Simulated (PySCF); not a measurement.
Run record: geometry optimisation, `[F][Sr]` [radical].

Computed with PBE0-D3(BJ)/def2-SVP geometry optimisation, gas phase, def2 core potentials past Kr (PySCF 2.14.0). Start geometry: GFN2-xTB. The input is one job of a driver script: a line of settings, then coordinates in Å.

Input:
```
{"job": {"xc": "PBE0", "basis": "def2-SVP", "d3": "d3bj", "grid": 1, "maxiter": 30, "shake": 0.01, "kind": "geom"}, "charge": 0, "multiplicity": 2}
F      0.991820    -0.028060     0.000880
Sr    -0.974330    -0.000750    -0.013000
```

Problem. What does the run print?

Solution. 
```
step   0  E = -130.41103943  max force = 0.051686
step   1  E = -130.41485410  max force = 0.020462
step   2  E = -130.41640465  max force = 0.003275
step   3  E = -130.41644648  max force = 0.000667
step   4  E = -130.41645536  max force = 0.000203
optimisation converged
```

Energies in Eh; «max force» is the largest Cartesian gradient component in Eh/bohr.

Problem. How much energy does the optimisation release, in kJ/mol?

Solution. E(step 0) − E(last step) = 0.005416 Eh, which is 14.2 kJ/mol.

Problem. Give the first gradient maximum in eV/Å.

Solution. With 1 Eh/bohr = 51.422 eV/Å, 2.658 eV/Å.

Summary of the converged run: final energy -130.41646 Eh after 4 steps; dipole 3.30 D.

Problem. Where do the atoms end?

Solution. 0.062 Å rms from the input after alignment:
```
atom  x, y, z in Å
F1     1.0529   -0.0474    0.0088
Sr2   -1.0352    0.0186   -0.0209
```

The run took 6.2 s of wall time on Intel Xeon Platinum 8259CL at 2.50 GHz, one thread, shared host with 96 logical CPUs at a one-minute load of 47, and the process peaked at 0.25 GiB of memory.
Labels such as C1 count atoms from 1, the log's own numbers from 0.
